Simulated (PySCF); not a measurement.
# Computed data sheet: `C=C[C@@H](CF)CC(=O)[O-]`

Compound: C6H8FO2 (charge -1).
SMILES with atom numbers: `[CH2:1]=[CH:2][C@@H:3]([CH2:4][F:5])[CH2:6][C:7](=[O:8])[O-:9]` (hydrogens: H10, H11 on C1; H12 on C2; H13 on C3; H14, H15 on C4; H16, H17 on C6)

Among its groups: carboxylate, C=C double bond and C–F bond.

GFN2-xTB geometry:

| Property | Result |
| --- | --- |
| Point group of the GFN2-xTB geometry | C1 |
| Rotational constants A, B, C of the GFN2-xTB geometry | 2.178, 1.184, 0.898 GHz |

PBE0/pcSseg-1 ground state and GIAO shieldings, non-relativistic (PySCF):

| Property | Result |
| --- | --- |
| HOMO energy | -1.50 eV |
| LUMO energy | 3.97 eV |
| HOMO–LUMO gap | 5.47 eV |
| Lowest Hirshfeld atomic charge | -0.43 e on O8 |
| Highest Hirshfeld atomic charge | +0.11 e on C7 |
| 13C chemical shifts (computed TMS as zero) by class | 169.6 (C7), 161.9 (C2), 109.4 (C1), 93.4 (C4), 51.4 (C3), 50.1 (C6) ppm |
| 1H chemical shifts (computed TMS as zero) by class | 8.47 (H12), 5.19 (H14), 4.81 (H15), 4.72 (H10), 4.64 (H11), 2.36 (H13), 1.86 (H17), 1.78 (H16) ppm |
| Isotropic shieldings of nuclei other than C and H, by class | -37 (O8), -4 (O9), 417 (F5) ppm |
| Mayer bond orders between heavy atoms | C1–C2 1.97, C2–C3 0.98, C3–C4 0.99, C4–F5 0.85, C3–C6 1.03, C6–C7 0.88, C7–O8 1.74, C7–O9 1.72 |

Monoisotopic mass of the ion (most abundant isotopes, electron mass counted): 131.0514 u.

The rotational constants make it an asymmetric top with κ = (2B − A − C)/(A − C) = -0.55, nearer the prolate limit (−1). With B = h/(8π²I), that is 505.379 GHz u Å² over I, the principal moments of inertia are 232.1, 426.8 and 562.6 u Å² (most abundant isotopes); the inertial defect Ic − Ia − Ib is -96.3 u Å² (zero for a rigid planar frame, negative otherwise).

Geometry: GFN2-xTB, one conformer, isolated ion. No diffuse functions stand in pcSseg-1, which bears on an anion's orbital energies.

Conformer computed: `[CH2:1]=[CH:2][C@@H:3]([CH2:4][F:5])[CH2:6][C:7](=[O:8])[O-:9]`: C1–C2–C3–C4 113°, C2–C3–C4–F5 -74°, C2–C3–C6–C7 -74°, C3–C6–C7–O8 -105°.
